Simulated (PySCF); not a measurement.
Compound: C₃H₁₃PSi₃.
Structure used (PBE0-D3(BJ)/def2-SVP), in Å, numbered top down from 1:
```
atom  x, y, z in Å
C1    -1.7136   -0.7737   -1.8093
C2    -1.9941   -0.2794   -0.5961
C3    -3.2997   -0.5381    0.1015
Si4   -0.7390    0.7905    0.3093
P5     1.2202    0.7987   -0.8183
Si6    2.3671    2.1007    0.6244
Si7    1.9867   -1.1965   -0.0882
H8    -0.7620   -0.5716   -2.3128
H9    -2.4332   -1.3992   -2.3523
H10   -3.8401    0.4036    0.2979
H11   -3.1409   -1.0166    1.0823
H12   -3.9566   -1.1893   -0.4958
H13   -1.2151    2.2074    0.4049
H14   -0.5759    0.2856    1.7124
H15    2.1949    1.6914    2.0540
H16    3.8161    2.0170    0.2708
H17    1.8947    3.5077    0.4614
H18    1.8945   -1.3466    1.3982
H19    1.1859   -2.2753   -0.7388
H20    3.4174   -1.3243   -0.4994
```

All values: CAM-B3LYP/def2-SVPD (PySCF, non-relativistic), on one gas-phase PBE0-D3(BJ)/def2-SVP geometry that isn't relaxed in the solvent. The solvent is an IEF-PCM continuum (van der Waals radii × 1.2), and excitations are vertical TDDFT with non-equilibrium linear response and a frozen core. Specific hydrogen bonds and non-electrostatic terms are outside this model.

Gas-phase singlets (H = HOMO, L = LUMO):

| state | E (eV) | λ (nm) | f | leading configurations |
| --- | --- | --- | --- | --- |
| S1 | 6.195 | 200 | 0.005 | H→L+2 29%, H→L+1 21% |
| S2 | 6.225 | 199 | 0.036 | H→L+1 52%, H→L 31% |
| S3 | 6.319 | 196 | 0.007 | H→L+5 37%, H→L+2 22% |
| S4 | 6.395 | 194 | 0.041 | H→L 32%, H→L+3 28% |
| S5 | 6.427 | 193 | 0.044 | H→L+3 42%, H→L+4 17% |

**Question.** What are the lowest 5 singlets in cyclohexane (ε = 2.017)?

**Answer.** 
| state | E (eV) | λ (nm) | f | leading configurations | change by rank (eV) |
| --- | --- | --- | --- | --- | --- |
| S1 | 6.206 | 200 | 0.054 | H→L+1 64%, H→L+2 21% | +0.011 |
| S2 | 6.227 | 199 | 0.014 | H→L 46%, H→L+2 14% | +0.002 |
| S3 | 6.334 | 196 | 0.028 | H→L+2 30%, H→L+5 27% | +0.015 |
| S4 | 6.391 | 194 | 0.059 | H→L+3 32%, H→L 28% | -0.004 |
| S5 | 6.399 | 194 | 0.054 | H→L+3 32%, H→L+4 26% | -0.028 |

**Question.** How do the frontier levels move from gas to cyclohexane?

**Answer.** 
```
orbital  gas (eV)  solvent (eV)  change (eV)                     Löwdin shares, gas                Löwdin shares, solvent
 LUMO+2      0.90          0.97        +0.07    Si4 20 %, P5 15 %, Si6 13 %, C3 8 %   Si4 19 %, P5 16 %, Si6 15 %, C3 7 %
 LUMO+1      0.89          0.94        +0.05  Si7 24 %, P5 18 %, Si4 10 %, Si6 10 %  Si7 24 %, P5 18 %, Si4 10 %, Si6 9 %
   LUMO      0.64          0.70        +0.06     C1 27 %, C2 23 %, Si4 11 %, H9 5 %    C1 26 %, C2 23 %, Si4 11 %, H9 5 %
   HOMO     -8.42         -8.40        +0.02     P5 60 %, Si6 9 %, Si7 9 %, Si4 8 %    P5 60 %, Si6 9 %, Si7 9 %, Si4 8 %
 HOMO-1     -8.97         -8.89        +0.08      C1 35 %, C2 33 %, C3 7 %, Si4 6 %     C1 35 %, C2 33 %, C3 8 %, Si4 6 %
 HOMO-2     -9.60         -9.53        +0.07   P5 28 %, Si4 16 %, C2 13 %, Si6 12 %  P5 28 %, Si4 16 %, C2 14 %, Si6 12 %
 HOMO-3     -9.75         -9.70        +0.05   P5 34 %, Si7 21 %, Si6 12 %, Si4 7 %  P5 34 %, Si7 21 %, Si6 12 %, Si4 8 %
```

The HOMO–LUMO gap goes from 9.06 to 9.10 eV.
